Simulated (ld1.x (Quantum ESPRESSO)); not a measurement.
## Ta (Z = 73), TM: configuration errors across variants

tantalum, norm-conserving Troullier–Martins (Kleinman–Bylander form), made with ld1.x (Quantum ESPRESSO) 7.5 (PBE, scalar-relativistic). Core [Xe] 4f14, reference 5d3 6s2 6p0. Waves: 6p (bound, empty): rc 3.35 bohr; 5d (bound): rc 2.45 bohr; 6s (bound): rc 2.15 bohr. Local part: the s channel. Core correction: Bessel-smoothed model core inside 2.20 bohr.

All-electron excitation energies from the reference (eV): (1) 5d3 6s1 6p0 8.467; (2) 5d3 6s0 6p0 23.439; (3) 5d2 6s0 6p0 47.043; (4) 5d3.5 6s1.5 6p0 0.989; (5) 5d3 6s0 6p2 8.595; (6) 5d2 6s2 6p1 2.986; (7) 5d2 6s2 6p0 7.681.

Tests that are not counted but printed errors over 1 eV. “wave 6s (bound): rc 2.15 bohr becomes 6s (bound): rc 1.74 bohr”: 5d2 6s2 6p1 (solver errors, printed error -94.0 eV).

4 further variants failed, have other tests or another functional or relativity, and are left out.

A true bound ghost makes a file unfit for plane-wave use even where its test errors are small: the radial tests pick states by their node count and pass the ghost by. Where a test does run into it, the solver fails or the error is huge.

Errors AE − PS in meV (a dash: test not solved or not reliable):

```tsv
change	(1)	(2)	(3)	(4)	(5)	(6)	(7)	bound ghosts
base	-6.3	-36	-229	-11	-18	-69	-28	none
wave 5d (bound): rc 2.45 bohr becomes 5d (bound): rc 2.58 bohr	-6.1	-35	-230	-10	-18	-65	-26	none
wave 6p (bound): rc 3.35 bohr becomes 6p (bound): rc 4.24 bohr	-6.3	-36	-229	-11	-6.2	-61	-28	none
wave 6s (bound): rc 2.15 bohr becomes 6s (bound): rc 1.74 bohr	+10	-55	-294	-6.1	-58	–	+83	s (extra level of the local part)
all radii but the core radius scaled by about 1.09 (s 2.34, p 3.64, d 2.66 bohr)	-8.9	-46	-221	-13	-20	-79	-47	none
wave 6s (bound): rc 2.15 bohr becomes 6s (bound): rc 2.18 bohr	-7.2	-39	-227	-12	-18	-74	-36	none
```

(1) Give the same row for: core correction Bessel-smoothed model core inside 1.02 bohr.

Results:

(1) -7.1, -40, -239, -12, -20, -72, -31; bound ghosts: none.
